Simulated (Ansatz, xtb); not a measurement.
**Two structures of CH3OSe+**

We compare a, `[H]/[Se+]=C\O`, a singlet, with b, a singlet given by its coordinates. Both are isolated ions in the gas phase, relaxed with PBE0-D3(BJ)/def2-SVP; the shapes shown needn't be the lowest conformers.

a (Å):

```
atom    x (Å)    y (Å)    z (Å)
   C  -0.6381  -0.1581   0.6871
   O   0.4947  -0.1843   0.1122
  Se  -2.2668   0.3731   0.0967
   H  -1.8111   0.7541  -1.2585
   H   0.5263   0.1309  -0.8108
   H  -0.6116  -0.5250   1.7254
```

b (Å):

```xyz
6

C    -0.9025   -1.1831   -0.3939
O    -1.5814   -0.4271    0.1511
Se    1.1328   -0.5633   -0.9240
H    -1.0552   -2.2176   -0.7644
H     1.0585    0.6050   -0.0220
H     1.7565   -1.4195    0.1091
```

Close contacts (Å): C1–O2 1.15, C1–Se3 2.19, C1–H4 1.11, Se3–H5 1.48, Se3–H6 1.48.

Q: Which of the two would you expect CCSD(T)/def2-TZVPP electronic energies to favour?

A: Structure a; the calculation gives E(b) − E(a) = +57.9 kJ/mol.

How the difference moves with the method:

```
               level              geometry  E(b) − E(a) (kJ/mol)  departure from the last row (kJ/mol)  job, with rough time for the two
            GFN2-xTB              GFN2-xTB                   +84.9                                 +27.0              optimisation, 0.11 s
           HF/STO-3G              GFN2-xTB                   +89.7                                 +31.8               single point, 0.2 s
  r2SCAN-D4/def2-SVP              GFN2-xTB                   +59.5                                  +1.6               single point, 1.1 s
PBE0-D3(BJ)/def2-SVP  PBE0-D3(BJ)/def2-SVP                   +63.3                                  +5.4                optimisation, 14 s
       HF/def2-TZVPP  PBE0-D3(BJ)/def2-SVP                   +79.7                                 +21.8           part of the CCSD(T) run
      MP2/def2-TZVPP  PBE0-D3(BJ)/def2-SVP                   +55.0                                  −2.9           part of the CCSD(T) run
  CCSD(T)/def2-TZVPP  PBE0-D3(BJ)/def2-SVP                   +57.9                                                      single point, 36 s
```

None of the levels shown reverses the order. The largest departure from CCSD(T)/def2-TZVPP is that of HF/STO-3G, 31.8 kJ/mol.

With harmonic frequencies from PBE0-D3(BJ)/def2-SVP (ideal gas, rigid rotor, one conformer each, 298.15 K, 1 atm): on the last row, ΔE + ΔZPE = +43.4, ΔH = +46.0, ΔG = +39.5 kJ/mol.

The correlated steps freeze 11 core orbitals; the filled d shell of Se is correlated, in a basis made for valence electrons. Mirror images aren't counted in ΔG. Codes used: Ansatz 0.2.0, xtb 6.7.1; the last row on 1 thread of AMD EPYC 9R45 (Zen 5) on a shared host.
